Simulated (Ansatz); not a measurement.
Ideal-gas functions of CH3ClMoOS, SMILES `[CH3][Mo](=[O])(=[S])[Cl]` at 298.15 K and 1 bar, from an Ansatz frequency run at PBE0-D4/def2-TZVP.

Molar mass 194.49 g/mol, point group C1 (symmetry number 1), electronic degeneracy 1, moments of inertia 197.811, 300.225, 355.424 u Å². Harmonic wavenumbers (cm⁻¹, unscaled): 129, 146, 162, 178, 224, 279, 432, 552, 584, 632, 690, 1062, 1193, 1401, 1415, 3034, 3132, 3158.

Use S(trans) = R[1.5 ln M + 2.5 ln T − 1.1517]; rotational temperatures θ = 24.2544 K / I; S(rot) = R[ln(√π/σ · √(T³/θAθBθC)) + 1.5]; for each mode x = 1.438777 ν̃/T, S = R[x/(eˣ − 1) − ln(1 − e⁻ˣ)] and H = RT x/(eˣ − 1); 1 cm⁻¹ = 0.0119627 kJ/mol; R = 8.31446 J/(mol·K).

Q: By hand: the entropy, in J/(mol·K).

A: Translation 174.6. Rotation: θ = 0.1226, 0.0808, 0.0682 K, giving 118.6. Vibration, mode by mode: 12.39, 11.40, 10.57, 9.83, 8.06, 6.44, 3.57, 2.26, 2.00, 1.66, 1.33, 0.30, 0.18, 0.07, 0.07, 0.00, 0.00, 0.00, in all 70.1. Electronic 0.0. Sum 363.3 J/(mol·K).

Q: By hand: H − E and G − E in kJ/mol, counted from the electronic energy.

A: Zero-point energy ½ × 18403 × 0.0119627 = 110.1; thermal vibration 11.8; translation, rotation and pV give 4 RT = 9.9. H − E = 131.8 kJ/mol, and G − E = 131.8 − 298.15 × 363.3/1000 = 23.5 kJ/mol.

Vibration gives 19 % of the entropy, 23.8 J/(mol·K) of it from the modes under 150 cm⁻¹: soft modes count most, and the harmonic formula is weakest for them. The sum counts one conformer and one mirror image; others add a mixing term.
